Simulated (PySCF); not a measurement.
A structure optimised at B3LYP-D3(BJ)/def2-TZVPD, used in a PySCF frequency run:

```
Au
Au 1 2.5545
```
Charge 0, spin multiplicity 1.

Problem. Write its SMILES, formula and point group.

Solution. [Au][Au], Au2, D∞h

Problem. What are its rotational constants (standard atomic weights)?

Solution. 0.78639 GHz (linear rotor, B only)
